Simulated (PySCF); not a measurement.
# Ionisation energy of F⁺ by level of theory

F⁺ [He] 2s2 2p4 (3P) → F²⁺ [He] 2s2 2p3 (4S), as a difference of total energies. Calculation: PySCF 2.14, in x2c-TZVPPall (5s3p2d1f, 31 functions); scalar relativity by spin-free X2C-1e. Correlated levels: valence and next inner shell: nothing frozen. The calculations carry no spin-orbit coupling.

```
                                method  ionisation energy (eV)  plus first-order spin-orbit estimate  error of that sum (eV)
                                   UHF                  33.395                                33.416                  -1.555
    MP2 (valence and next inner shell)                  34.597                                34.617                  -0.354
SCS-MP2 (valence and next inner shell)                  34.683                                34.703                  -0.268
   CCSD (valence and next inner shell)                  34.636                                34.657                  -0.314
CCSD(T) (valence and next inner shell)                  34.658                                34.678                  -0.293
  CCSDT (valence and next inner shell)                  34.659                                34.679                  -0.292
```

Reference: 34.971 eV (measured; NIST Atomic Spectra Database, ionization energies).

A first-order spin-orbit estimate (lowest level to lowest level, LS coupling) adds 0.020 eV.

Errors of the correlated levels include the incompleteness of this basis.
